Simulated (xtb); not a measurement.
xtb input (GFN1-xTB):

```bash
xtb mol.xyz --gfn 1 --sp --chrg 0 --uhf 0
```
mol.xyz:
```
2

Ag    -0.00000000    -0.00000000    -0.32092593
F      0.00000000     0.00000000     1.67594652
```

End of the output:

```
         :::::::::::::::::::::::::::::::::::::::::::::::::::::
         ::                     SUMMARY                     ::
         :::::::::::::::::::::::::::::::::::::::::::::::::::::
         :: total energy              -8.950623650998 Eh    ::
         :: gradient norm              0.000271971412 Eh/a0 ::
         :: HOMO-LUMO gap              2.316852269252 eV    ::
         ::.................................................::
         :: SCC energy                -8.950975165960 Eh    ::
         :: -> electrostatic           0.096138016577 Eh    ::
         :: repulsion energy           0.000515925395 Eh    ::
         :: dispersion energy         -0.000164410433 Eh    ::
         :: halogen bond corr.         0.000000000000 Eh    ::
         :: add. restraining           0.000000000000 Eh    ::
         :: total charge              -0.000000000000 e     ::
         :::::::::::::::::::::::::::::::::::::::::::::::::::::

           -------------------------------------------------
          |                Property Printout                |
           -------------------------------------------------

    * Orbital Energies and Occupations

         #    Occupation            Energy/Eh            Energy/eV
      -------------------------------------------------------------
         1        2.0000           -0.7314257             -19.9031
         2        2.0000           -0.5053909             -13.7524
         3        2.0000           -0.4893252             -13.3152
         4        2.0000           -0.4893252             -13.3152
         5        2.0000           -0.4807003             -13.0805
         6        2.0000           -0.4807003             -13.0805
         7        2.0000           -0.4422495             -12.0342
         8        2.0000           -0.4422495             -12.0342
         9        2.0000           -0.4232637             -11.5176 (HOMO)
        10                         -0.3381209              -9.2007 (LUMO)
        11                         -0.2319613              -6.3120
        12                         -0.2319613              -6.3120
        13                         -0.0687982              -1.8721
      -------------------------------------------------------------
                  HL-Gap            0.0851428 Eh            2.3169 eV
             Fermi-level           -0.3806923 Eh          -10.3592 eV

  Mulliken/CM5 charges         n(s)   n(p)   n(d)
     1Ag    0.47760  0.53502   0.288  0.319  9.916
     2F    -0.47760 -0.53502   1.868  5.610  0.000

Wiberg/Mayer (AO) data.
Note: The following floating-point exceptions are signalling: IEEE_DENORMAL
normal termination of xtb
largest (>0.10) Wiberg bond orders for each atom

 ---------------------------------------------------------------------------
     #   Z sym  total        # sym  WBO       # sym  WBO       # sym  WBO
 ---------------------------------------------------------------------------
     1  47 Ag   0.916 --     2 F    0.916
     2   9 F    0.916 --     1 Ag   0.916
 ---------------------------------------------------------------------------

Topologies differ in total number of bonds
Writing topology from bond orders to xtbtopo.mol

 dipole moment from electron density (au)
     X       Y       Z
  -0.0000   0.0000  -2.4208  total (Debye):    6.153

           -------------------------------------------------
          | TOTAL ENERGY               -8.950623650998 Eh   |
          | GRADIENT NORM               0.000271971412 Eh/α |
          | HOMO-LUMO GAP               2.316852269252 eV   |
           -------------------------------------------------

------------------------------------------------------------------------
------------------------------------------------------------------------
 total:
 SCF:
```
